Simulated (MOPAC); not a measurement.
Input file for MOPAC: PM7 on SnP, 2S+1 = 2, a spin state set in the input, which need not be the lowest, a point of a bond scan (R = 2.345 Å).

```
PM7 1SCF PRECISE CHARGE=0 UHF MS=0.5 THREADS=1
PSn

P      0.00000000 1     0.00000000 1     0.00000000 1
Sn     0.00000000 1     0.00000000 1     2.34531300 1
```

The log:

```
*******************************************************************************
 **                                                                           **
 **                              MOPAC v23.2.5                                **
 **                                                                           **
 *******************************************************************************
 ** MOPAC's Digital Object Identifier: https://doi.org/10.5281/zenodo.6511958 **
 **                                                                           **
 ** Please cite the open-source release paper for use of this MOPAC version:  **
 ** J. E. Moussa and J. J. P. Stewart (2026)                                  **
 ** MOPAC: An open-source semiempirical molecular orbital program             **
 ** J. Open Source Softw., 11(119), 8025, https://doi.org/10.21105/joss.08025 **
 *******************************************************************************

                              PM7 CALCULATION RESULTS

 *******************************************************************************
 *  PM7        - The PM7 Hamiltonian to be used
 *  UHF        - UNRESTRICTED HARTREE-FOCK CALCULATION
 *
 *
 *
 *                 CHARGE ON SYSTEM = 0
 *
 *
 *
 *  MS=        - IN MECI, MAGNETIC COMPONENT OF SPIN =  0.5
 *  PRECISE    - TIGHTER CRITERIA TO BE USED
 *  1SCF       - DO 1 SCF AND THEN STOP
 *  THREADS=1  - MULTI-THREADING NOT USED
 *  T=         - A TIME OF 172800.0 SECONDS REQUESTED
 *  DUMP=N     - RESTART FILE WRITTEN EVERY 7200.0 SECONDS REQUESTED
 *******************************************************************************
PM7 1SCF PRECISE CHARGE=0 UHF MS=0.5 THREADS=1
 PSn

   ATOM   CHEMICAL          X               Y               Z
  NUMBER   SYMBOL      (ANGSTROMS)     (ANGSTROMS)     (ANGSTROMS)

     1       P          0.00000000  *   0.00000000  *   0.00000000  *
     2      Sn          0.00000000  *   0.00000000  *   2.34531300  *



          CARTESIAN COORDINATES

    NO.       ATOM           X           Y           Z

     1         P          0.0000      0.0000      0.0000
     2        Sn          0.0000      0.0000      2.3453

 General Reference for PM7:
 "Optimization of Parameters for Semiempirical Methods VI: More Modifications to the
 NDDO Approximations and Re-optimization of Parameters", J. J. P. Stewart, J. Mol. Mod., 1:32, 19 (2013)
 https://link.springer.com/article/10.1007/s00894-012-1667-x

           Empirical Formula: P Sn  =     2 atoms



      MOLECULAR POINT GROUP   :   C*v


          UHF CALCULATION, NO. OF ALPHA ELECTRONS =    5
                           NO. OF BETA  ELECTRONS =    4


 ALL CONVERGERS ARE NOW FORCED ON
 SHIFT=10, PULAY ON, CAMP-KING ON
 AND ITERATION COUNTER RESET



 -------------------------------------------------------------------------------
 PM7 1SCF PRECISE CHARGE=0 UHF MS=0.5 THREADS=1
 PSn



     1SCF WAS SPECIFIED, SO BFGS WAS NOT USED
     SCF FIELD WAS ACHIEVED


                              PM7 CALCULATION
                                                       MOPAC v23.2.5 Linux




          FINAL HEAT OF FORMATION =        100.70822 KCAL/MOL =     421.36321 KJ/MOL


          COSMO AREA              =        102.71 SQUARE ANGSTROMS
          COSMO VOLUME            =         92.60 CUBIC ANGSTROMS

          IONIZATION POTENTIAL    =         10.573048 EV
          ALPHA SOMO LUMO (EV)    =        -11.095 -2.987
          BETA  SOMO LUMO (EV)    =        -10.573 -1.314
          NO. OF ALPHA ELECTRONS  =          5
          NO. OF BETA  ELECTRONS  =          4
          MOLECULAR WEIGHT        =        149.6638         POINT GROUP:  C*v

          MOLECULAR DIMENSIONS (Angstroms)

            Atom       Atom       Distance
           Sn     2    P     1     2.34531
           Sn     2    P     1     0.00000
            P     1   Sn     2     0.00000


          SCF CALCULATIONS        =          1





   ATOM   CHEMICAL          X               Y               Z
  NUMBER   SYMBOL      (ANGSTROMS)     (ANGSTROMS)     (ANGSTROMS)

     1       P          0.00000000  *   0.00000000  *   0.00000000  *
     2      Sn          0.00000000  *   0.00000000  *   2.34531300  *

                             CARTESIAN COORDINATES

   1    P        0.000000000     0.000000000     0.000000000
   2   Sn        0.000000000     0.000000000     2.345313000


           Empirical Formula: P Sn  =     2 atoms



      MOLECULAR POINT GROUP   :   C*v


          ALPHA EIGENVALUES
 -42.45701 -11.50328 -11.19638 -11.19638 -11.09507  -2.98709  -2.98709   2.69236
 105.17802 105.32439 105.32439 105.63939 105.63939


           BETA EIGENVALUES
 -44.55817 -12.26207 -10.57305 -10.57305  -1.31359   3.31800   3.31800   4.91496
 105.24207 105.66269 105.66269 105.66609 105.66609


              NET ATOMIC CHARGES AND DIPOLE CONTRIBUTIONS

  ATOM NO.   TYPE          CHARGE      No. of ELECS.   s-Pop       p-Pop       d-Pop
    1          P          -0.842784        5.8428     1.91713     3.91534     0.01031
    2         Sn           0.842784        3.1572     0.97151     2.18571
 DIPOLE           X         Y         Z       TOTAL
 POINT-CHG.     0.000     0.000     9.494     9.494
 HYBRID        -0.000    -0.000    -1.099     1.099
 SUM           -0.000    -0.000     8.395     8.395


          ATOMIC ORBITAL ELECTRON POPULATIONS

     Atom    s        px        py        pz      x^2-y^2     xz        z^2       yz        xy
    1  P   1.91713   1.20825   1.20825   1.49884   0.00000   0.00395   0.00241   0.00395   0.00000
    2 Sn   0.97151   0.78780   0.78780   0.61011


                    (SZ)    =    0.500000
                    (S**2)  =    1.880977


          ATOMIC ORBITAL SPIN POPULATIONS

    Atom   Total    s     px     py     pz   x^2-y^2  xz     z^2    yz     xy
         Atomic
    1  P -1.4958 -0.003 -0.710 -0.710 -0.080 -0.000  0.003  0.001  0.003 -0.000
    2 Sn  2.4958  0.740  0.707  0.707  0.343

 **********************
 *                    *
 * JOB ENDED NORMALLY *
 *                    *
 **********************




 == MOPAC DONE ==
```

The run finished. Its determinant has ⟨S²⟩ = 1.88, a mixture of spin states.

Cost: roughly 0.12 core-seconds.
